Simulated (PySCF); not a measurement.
A structure optimised at PBE-D3(BJ)/def2-SVP, used in a PySCF frequency run:

```xyz
9

B      0.2508    -0.1584     0.1968
C     -1.0297    -0.9207    -0.1260
C     -2.0536    -1.5577    -0.3705
H     -2.9583    -2.1095    -0.5910
Cl     0.3781     1.5060    -0.4084
C      1.4322    -0.8029     0.9985
H      2.2073    -0.0798     1.3138
H      1.9155    -1.5645     0.3446
H      1.0601    -1.3670     1.8791
```
Charge 0, spin multiplicity 1.

**Question.** Write its SMILES and formula.

**Answer.** C#CB(C)Cl, C3H4BCl

**Question.** What are its rotational constants (standard atomic weights)?

**Answer.** 5.5397, 2.7400, 1.8544 GHz
